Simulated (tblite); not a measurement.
Give a GFN2-xTB geometry of `N#CC1=C[C@H](F)COC1`.

```
atom  x, y, z in Å
N1     3.3454    1.4239   -0.5998
C2     2.2958    0.9886   -0.4524
C3     1.0084    0.4309   -0.2829
C4    -0.0739    1.1943   -0.1161
C5    -1.4235    0.5717    0.0543
F6    -2.1568    1.2794    0.9828
C7    -1.2721   -0.8874    0.5075
O8    -0.3899   -1.5609   -0.3539
C9     0.9280   -1.0760   -0.2790
H10   -0.0199    2.2722   -0.0853
H11   -1.9893    0.6260   -0.8876
H12   -2.2245   -1.4168    0.4522
H13   -0.9094   -0.9015    1.5456
H14    1.4241   -1.4444    0.6360
H15    1.4531   -1.4920   -1.1434
```

Orientation and origin are arbitrary. Atoms count from 1 in this order. Of the pairs four or more bonds apart, C3···H13 is among the closest relative to their van der Waals radii: 2.97 Å, 102 % of the sum of Bondi's values. O8 (cyclic ether oxygen) is bent (angle 113.0°). The 5 C–C bonds span 1.335 Å (C3=C4, drawn double) to 1.535 Å (C5–C7, drawn single), a spread of 0.200 Å. The 6-membered ring C3–C4–C5–C7–O8–C9 has internal angles of 109.7° to 121.8°; it is puckered, 0.20 Å rms from its mean plane, widest ring torsion 66°.

Bonds between heavy atoms (Å): N1≡C2 1.146, C2–C3 1.413, C3=C4 1.335, C4–C5 1.496, C5–F6 1.379, C5–C7 1.535, C7–O8 1.405, O8–C9 1.406, C3–C9 1.509.

Computed geometry: GFN2-xTB, gas phase.

Point group: C1 (no symmetry element, even within 0.4 Å). Its GFN2-xTB frequencies are all real (lowest 90 cm⁻¹). One conformer, not necessarily the lowest (C3–C4–C5–F6 142°, C4–C5–C7–O8 -51°, C5–C7–O8–C9 66°, C7–O8–C9–C3 -45°). 3 starts were optimised and ended at 0.00, 1.76 and 1.76 kcal/mol (GFN2-xTB); the lowest of these is shown.
